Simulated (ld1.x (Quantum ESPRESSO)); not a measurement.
## Transferability test, TM potential for silver

```json
{
  "Element": "silver",
  "Generator": "ld1.x (Quantum ESPRESSO) 7.5",
  "Type": "norm-conserving Troullier–Martins (Kleinman–Bylander form)",
  "Functional": "PBE",
  "Relativity": "fully relativistic",
  "Frozen core": "[Kr]",
  "Valence charge": "11",
  "Reference configuration": "4d9 5s2 5p0",
  "Partial waves": "5p (bound, empty): rc 3.45 bohr; 4d (bound): rc 1.15 bohr; 4f channel at 0.2 Ry: rc 3.15 bohr; 5s (bound): rc 2.15 bohr",
  "Local potential": "the s channel",
  "Core correction": "a·sin(br)/r model core inside 0.75 bohr"
}
```

Open shells are filled in proportion to 2j + 1 (rel_dist='average').

Energies are relative to the spin-unpolarised reference configuration 4d9 5s2 5p0; without spin polarisation the order of configurations can differ from experiment.

```tsv
valence configuration	charge	ΔE all-electron (eV)	error AE − PS (meV)
4d10 5s1 5p0	0	-4.078	-158
4d10 5s0 5p0	+1	3.681	-236
4d9 5s0 5p0	+2	25.796	-43
4d10 5s0.5 5p0	+0.5	-1.061	-193
4d8 5s0 5p0	+3	61.987	-221
```

**Question.** What are ΔE and the potential's error for 4d9 5s1 5p1?

**Answer.** ΔE = 4.489 eV all-electron; the error (AE − PS) is 0.0 meV.

**Question.** What are ΔE and the potential's error for 4d7 5s0 5p0?

**Answer.** ΔE = 113.697 eV all-electron; the error (AE − PS) is -994 meV.

Levels in the configuration 4d10 5s1 5p0:

| level | all-electron (eV) | pseudo (eV) |
| --- | --- | --- |
| 4d j=3/2 | -7.782 | -7.548 |
| 4d j=5/2 | -7.225 | -7.003 |
| 5s j=1/2 | -4.406 | -4.467 |
